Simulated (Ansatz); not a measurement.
`C[Si](Cl)(Cl)[GeH3]` + NH₃ → `C[Si](N)(Cl)Cl` + GeH₄ at 400 K and 1 bar (cleavage of the Si–Ge bond).

Gas-phase electronic energies from Ansatz, PBE0-D4/def2-TZVP geometries. CCSD(T)/CBS is the MP2 limit (def2-TZVPP, def2-QZVPP) plus CCSD(T) − MP2 in def2-TZVPP, frozen cores. This one scheme is used for every species. For Ge outer-core shells are correlated without core-valence functions, which leaves a few kJ/mol of doubt a bond. Scalar relativity is left out up to krypton. Each species was taken in one conformer, which may not be the lowest.

```
              species  CCSD(T)/CBS energy (Eh)  H − E (kJ/mol)  S (J/(mol·K))
`C[Si](Cl)(Cl)[GeH3]`              -3326.53256           210.0          446.4
                  NH₃                -56.50880           104.2          203.1
     `C[Si](N)(Cl)Cl`              -1304.56570           211.7          400.5
                 GeH₄              -2078.49493            93.6          231.8
```

H − E and S are ideal-gas, rigid-rotor, harmonic terms from PBE0-D4/def2-TZVP, for one conformer and one mirror image of each species. 1 Eh = 2625.50 kJ/mol, R = 8.31446 J/(mol·K).

Problem. By hand: ΔE, ΔH, ΔS and ΔG.

Solution. ΔE = (-1304.56570) + (-2078.49493) − (-3326.53256) − (-56.50880) = -0.01927 Eh = -50.6 kJ/mol. Δ(H − E) = 211.7 + 93.6 − 210.0 − 104.2 = -8.9, so ΔH = -59.5 kJ/mol. ΔS = 400.5 + 231.8 − 446.4 − 203.1 = -17.2 J/(mol·K). ΔG = -59.5 − 400 × (-17.2)/1000 = -52.6 kJ/mol.

Problem. By hand: the equilibrium constant, and the temperature at which ΔG would vanish if ΔH and ΔS stayed fixed.

Solution. log₁₀ K = −ΔG/(RT ln 10) = 6.9. ΔG = 0 at ΔH/ΔS = 3459 K, far beyond where these terms or the molecules hold.

ΔH outweighs TΔS. A doubt of 5 kJ/mol in ΔE shifts log₁₀ K by 0.7 here. Other conformers and mirror images would add mixing entropy, several J/(mol·K) or more a flexible species. These are equilibria of isolated gas molecules and say nothing of rates. Largest T1 diagnostic: 0.012 (customary marks: 0.02 for closed shells, 0.045 for open ones).
